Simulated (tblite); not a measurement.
Tosyl chloride, C7H7ClO2S.
Atom-mapped SMILES: `[CH3:1][c:2]1[cH:3][cH:4][c:5]([S:6](=[O:7])(=[O:8])[Cl:9])[cH:10][cH:11]1` (hydrogens: H12, H13, H14 on C1; H15 on C3; H16 on C4; H17 on C10; H18 on C11)

Computed geometry: GFN2-xTB, gas phase.

Give the optimised bond lengths and angles.

```tsv
bond	length (Å)
C1–C2	1.496
C2–C3, C2–C11	1.393
C3–C4, C10–C11	1.384
C4–C5, C5–C10	1.378
C5–S6	1.767
S6=O7, S6=O8	1.427
S6–Cl9	2.047
C1–H12, C1–H13, C1–H14	1.088
C3–H15, C11–H18	1.080
C4–H16, C10–H17	1.078
```

Bonds in one row agree within 0.01 Å and their mean is given. A selection of angles:
```tsv
angle	degrees
C1–C2–C3	120.6
C1–C2–C11	120.1
C3–C2–C11	119.2
C2–C3–C4	120.6
C3–C4–C5	118.5
C4–C5–S6	118.3
C4–C5–C10	122.6
S6–C5–C10	119.1
C5–S6–O7	111.3
C5–S6–Cl9	100.2
O7–S6–O8	119.4
O7–S6–Cl9	106.4
```

Dihedral angles: C4–C5–S6–O7 160° (antiperiplanar). The mirror-image conformer, all signs reversed, is as good.

S6 (sulfonyl sulfur) is distorted tetrahedral (angles from 100.2° to 119.4°). The 7 C–C bonds span 1.377 Å (C4–C5, aromatic) to 1.496 Å (C1–C2, drawn single), a spread of 0.119 Å. The 6-membered ring C2–C3–C4–C5–C10–C11 has internal angles of 118.4° to 122.6° (sum 720°, against 720° for a flat polygon); it is planar, 0.00 Å rms from its mean plane, widest ring torsion 1°. Of the pairs four or more bonds apart, O8···H16 is among the closest relative to their van der Waals radii: 2.58 Å, 95 % of the sum of Bondi's values.

Point group: near Cs, missed by 0.40 Å at most; the miss may be what the optimiser left on a soft mode. GFN2-xTB frequencies show an imaginary mode (33i cm⁻¹), so the point is no minimum at that level.
